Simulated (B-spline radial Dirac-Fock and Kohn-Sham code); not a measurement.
Atomic SCF run for V²⁺

ΔSCF core binding energies without Breit or QED terms, calculated with a radial B-spline solver. Keys: rel is the Hamiltonian (dirac, or spin-free x2c and nr, where L3 and M5 stand for the whole 2p and 3d shells), method is hf or an exchange,correlation pair (spin-unpolarised, also for the hole states), nuc the nuclear model, radius_factor scales its radius, rmax is the box in bohr, h the logarithmic mesh step, order the B-spline order, points the quadrature points per cell, c_factor scales the speed of light, and damp, ndamp, maxit and tol steer the iteration. The run stops when the commutator error falls below 10·tol·max(1, Z/10), or the numerical noise floor, and the energy has settled to about 1e-8 Ha; the virial ratio is −V/T.

Input (task.json):

```json
{"items": [{"Z": 23, "q": 2, "cfg": [[1, 0, 2], [2, 0, 2], [2, 1, 6], [3, 0, 2], [3, 1, 6], [3, 2, 3]], "A": 51, "rrms": 3.6002, "do": "settings", "holes": ["K", "L3", "M5"],
  "settings": [{"rel": "dirac", "method": "hf", "nuc": "fermi", "radius_factor": 1.0, "rmax": 45.0, "h": 0.3, "order": 8, "points": 10, "c_factor": 1.0, "maxit": 60, "damp": 0.5, "ndamp": 3, "tol": 1e-08, "cfg": "1s2 2s2 2p6 3s2 3p6 3d11"}]}]}
```

Command: `python xray2_run.py task.json out`

The program stops without a result: overfilled shell.

Problem. One setting is unsound. Which, and why?

Solution. cfg puts more electrons in a shell than it can hold. With the default settings (Dirac Hartree-Fock): The ground state converged in 10 iterations, with total energy -947.47462 Ha, virial ratio 1.98862 and highest orbital energy -28.78 eV. ΔSCF binding energies: K (1s) 5503.1 eV, L3 (2p3/2) 544.9 eV. Holes are computed only in closed shells, and unreliable hole states are left out.
